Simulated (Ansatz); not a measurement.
F2I2Ti (`[F][Ti]([F])([I])[I]`) at its PBE0-D4/def2-TZVP geometry, where that method's forces vanish. Total charge 0; spin multiplicity 1. I takes the def2 core potential.

```xyz
5

F    -1.5229    0.6071   -0.8592
Ti   -0.0278    0.0448   -0.1855
F     1.1804   -0.0549   -1.4247
I     0.7442    1.6527    1.6226
I    -0.3738   -2.2498    0.8467
```

Question: What forces (eV/Å) does r2SCAN-D4/def2-TZVPP give on these atoms in Ansatz? (Best estimate.)

Answer: Computed: 
```
F1  -0.302  0.116 -0.148
Ti2  0.039 -0.063  0.262
F3   0.240 -0.017 -0.262
I4   0.053  0.128  0.103
I5  -0.031 -0.164  0.045
```
